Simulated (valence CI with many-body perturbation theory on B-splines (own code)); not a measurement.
Missing levels of Se+

Level of theory: valence CI with perturbative core correlation (CI+MBPT): five valence electrons over a frozen Dirac-Fock core [Ar] 3d10, radial functions for each j: 10 s, 10 p, 9 d, 7 f, 4 g, 2 h, with the one-electron correlation potential Σ1, the two-electron term Σ2, the three-electron term Σ3, Breit, model QED; selected CI, second order for the rest, scaled by the run's own slope (own B-spline code, finite nucleus).

Set against measurement, 14 paired levels are off by 163 cm⁻¹ on average, the worst by 326. These come from a selection out of the NIST Handbook of Basic Atomic Spectroscopic Data. Levels without a partner in it may be off by more. Among the levels kept, up to 820 cm⁻¹ of a level comes from second order outside the variational space, and about a tenth of that is noise between levels of different J, which matters for small intervals.

| Level | E (cm⁻¹) |
| --- | --- |
| 4s2 4p3 4S°_3/2 | 0.0 |
| 4s2 4p3 2D°_3/2 | ? |
| 4s2 4p3 2D°_5/2 | 13809 |
| 4s2 4p3 2P°_1/2 | 23086 |
| 4s2 4p3 2P°_3/2 | 23923 |
| 4s 4p4 4P_5/2 | ? |
| 4s 4p4 4P_3/2 | ? |
| 4s 4p4 4P_1/2 | 86112 |
| 4s2 4p2 5s 4P_1/2 | 95149 |
| 4s2 4p2 5s 4P_3/2 | 96633 |
| 4s2 4p2 5s 4P_5/2 | ? |
| 4s2 4p2 5s 2P_1/2 | ? |
| 4s2 4p2 5s 2P_3/2 [a] | ? |
| 4s2 4p2 5s 2P_3/2 [b] | 101105 |
| 4s 4p4 2D_5/2 | 101301 |
| 4s2 4p2 4d 4F_3/2 | 104369 |
| 4s2 4p2 4d 2P_3/2 | 104562 |
| 4s2 4p2 4d 4F_5/2 | 104932 |
| 4s2 4p2 4d 2P_1/2 | 105634 |
| 4s2 4p2 4d 4F_7/2 | 105885 |

Names give the largest LS component (configuration and term), which can be under half, so a name can repeat, a term be missing and a line seem to break the LS rules; names also repeat where a configuration has a term twice. Letters in brackets count levels of one name in rising energy.

Problem. The levels stand in rising order. What does the calculation give for the missing energies?

Solution. 4s2 4p3 2D°_3/2 13200; 4s 4p4 4P_5/2 83566; 4s 4p4 4P_3/2 85259; 4s2 4p2 5s 4P_5/2 98552; 4s2 4p2 5s 2P_1/2 98766; 4s2 4p2 5s 2P_3/2 [a] 100056.
